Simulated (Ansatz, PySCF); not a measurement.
PbCl₃, SMILES [Cl][Pb-]([Cl])[Cl], charge -1. Atoms are numbered in the order given.

```xyz
4

Pb     0.0000     0.0000     0.4906
Cl     2.0139     1.1627    -0.7043
Cl    -2.0140     1.1629    -0.7043
Cl     0.0001    -2.3256    -0.7043
```
Charge -1, spin multiplicity 1.

The structure is a stationary point at PBE0-D3(BJ)/def2-SVPD. The isomer is the one that the SMILES or the coordinates give; other isomers of the formula were not compared. The def2 effective core potentials stand for the cores of Pb; spin–orbit coupling is left out.

Two levels are set side by side: PBE-D3(BJ)/def2-SVPD (Ansatz, a first-principles code) and PBE0-D3(BJ)/def2-SVPD (Ansatz). Each level has its own optimised geometry; the coordinates shown are those of the second. Frequencies come from the Hessian of PySCF at each geometry. Differences are taken from unrounded values.

```csv
quantity,PBE0-D3(BJ),PBE-D3(BJ),PBE-D3(BJ) minus PBE0-D3(BJ)
mean bond length (Å),2.615,2.642,0.027
bond Pb1–Cl2 (Å),2.615,2.642,0.027
bond Pb1–Cl3 (Å),2.615,2.642,0.027
bond Pb1–Cl4 (Å),2.615,2.642,0.027
highest harmonic wavenumber (cm⁻¹),267,255,-12
mean harmonic wavenumber (cm⁻¹),163,155,-8
zero-point energy (kcal/mol),1.40,1.33,-0.07
```

GGA bonds tend to be longer and softer than those of functionals with exact exchange. Differences between two approximate levels are no errors against the true value.
